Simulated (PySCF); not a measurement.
## Gd³⁷⁺: ionisation energy

Gd³⁷⁺ [Ar] 3d9 [3d3/2^4 3d5/2^5, M_J = 5/2] → Gd³⁸⁺ [Ar] 3d8 [3d3/2^4 3d5/2^4, M_J = 4], as a difference of total energies. Calculation: PySCF 2.14, in an even-tempered Gaussian basis (16 s from 7.3 bohr⁻², ratio 2.8; 13 p from 9.5 bohr⁻², ratio 2.8; 8 d from 9.5 bohr⁻², ratio 2.8; 3 f from 37 bohr⁻², ratio 3); the two-component X2C-1e Hamiltonian. Correlated levels: [Ne] frozen; the 80 highest virtual spinors dropped. "Screened" scales the spin-orbit matrix elements by Boettger's factors to mimic the two-electron term; Breit and QED terms are absent.

```
                    method  ionisation energy (eV)
           GHF (spin-free)                  2733.0
          GMP2 (spin-free)                  2734.4
 GHF (screened spin-orbit)                  2721.2
GMP2 (screened spin-orbit)                  2722.6
```

Breit and QED terms and the two-electron picture change are absent.

The spin-free rows relax to the high-spin LS determinant and lack the spin-orbit shift.

The labels give the starting determinants; with spin-orbit coupling the two ends relaxed to ⟨J²⟩ = 8.75, ⟨L²⟩ = 6.03, ⟨S²⟩ = 0.78 and ⟨J²⟩ = 20.00, ⟨L²⟩ = 12.84, ⟨S²⟩ = 1.83.

For comparison: 2720 ± 4 eV (theoretical estimate listed by NIST; NIST Atomic Spectra Database, ionization energies).
